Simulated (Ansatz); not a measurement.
Born–Oppenheimer molecular dynamics of C4H13NSi (19 atoms, charge 0, multiplicity 1). It starts from a relaxed structure.

Computed with RKS B3LYP-D4/6-31G (Ansatz 0.2.0).

```
ensemble        : NVT, Langevin thermostat
time step       : 0.25 fs
steps asked     : 250
set temperature : 200 K
friction        : 0.02 /fs
masses          : H 3.016 u
seed            : 356909
```

First frame:

```xyz
19
Properties=species:S:1:pos:R:3
Si -0.004 -0.063 -0.059
H -0.023 -0.212 1.456
N 1.652 0.002 -0.724
C 2.487 -1.194 -0.821
H 1.871 -2.097 -0.824
H 3.065 -1.182 -1.758
H 3.209 -1.277 0.012
C 2.406 1.249 -0.833
H 2.986 1.264 -1.769
H 1.732 2.110 -0.849
H 3.120 1.390 -0.002
C -0.920 1.552 -0.498
H -1.968 1.474 -0.187
H -0.487 2.424 0.003
H -0.894 1.726 -1.579
C -0.925 -1.566 -0.791
H -1.952 -1.592 -0.409
H -0.963 -1.492 -1.884
H -0.447 -2.515 -0.527
```

Problem. How far do the bonds stretch over the last three quarters of this one trajectory? (Pairs bonded in most of those frames.)

Solution. 
```json
{"bond": "Si1–H2", "mean (Å)": "1.522", "spread (Å)": "0.006", "shortest": "1.51", "longest": "1.53"}
{"bond": "Si1–N3", "mean (Å)": "1.806", "spread (Å)": "0.016", "shortest": "1.76", "longest": "1.83"}
{"bond": "Si1–C12", "mean (Å)": "1.919", "spread (Å)": "0.022", "shortest": "1.90", "longest": "1.96"}
{"bond": "Si1–C16", "mean (Å)": "1.910", "spread (Å)": "0.010", "shortest": "1.89", "longest": "1.92"}
{"bond": "N3–C4", "mean (Å)": "1.474", "spread (Å)": "0.019", "shortest": "1.44", "longest": "1.50"}
{"bond": "N3–C8", "mean (Å)": "1.458", "spread (Å)": "0.041", "shortest": "1.41", "longest": "1.53"}
{"bond": "C4–H5", "mean (Å)": "1.095", "spread (Å)": "0.024", "shortest": "1.06", "longest": "1.14"}
{"bond": "C4–H6", "mean (Å)": "1.107", "spread (Å)": "0.023", "shortest": "1.07", "longest": "1.16"}
{"bond": "C4–H7", "mean (Å)": "1.108", "spread (Å)": "0.021", "shortest": "1.08", "longest": "1.15"}
{"bond": "C8–H9", "mean (Å)": "1.104", "spread (Å)": "0.015", "shortest": "1.07", "longest": "1.13"}
{"bond": "C8–H10", "mean (Å)": "1.093", "spread (Å)": "0.022", "shortest": "1.05", "longest": "1.13"}
{"bond": "C8–H11", "mean (Å)": "1.120", "spread (Å)": "0.042", "shortest": "1.04", "longest": "1.19"}
{"bond": "C12–H13", "mean (Å)": "1.100", "spread (Å)": "0.017", "shortest": "1.07", "longest": "1.13"}
{"bond": "C12–H14", "mean (Å)": "1.101", "spread (Å)": "0.016", "shortest": "1.07", "longest": "1.13"}
{"bond": "C12–H15", "mean (Å)": "1.098", "spread (Å)": "0.013", "shortest": "1.07", "longest": "1.12"}
{"bond": "C16–H17", "mean (Å)": "1.098", "spread (Å)": "0.006", "shortest": "1.09", "longest": "1.11"}
{"bond": "C16–H18", "mean (Å)": "1.097", "spread (Å)": "0.017", "shortest": "1.07", "longest": "1.13"}
{"bond": "C16–H19", "mean (Å)": "1.096", "spread (Å)": "0.010", "shortest": "1.08", "longest": "1.11"}
```

Mean temperature of the second half: 168 K. The mean temperature of the second half is 16 % below the set value. A run of 0.062 ps of so small a system gives no equilibrium averages. Limits of this set-up: no polarisation functions.

Run time: 25 min on 2 threads of AMD EPYC (Zen 3) (shared host), peak memory 0.24 GiB.
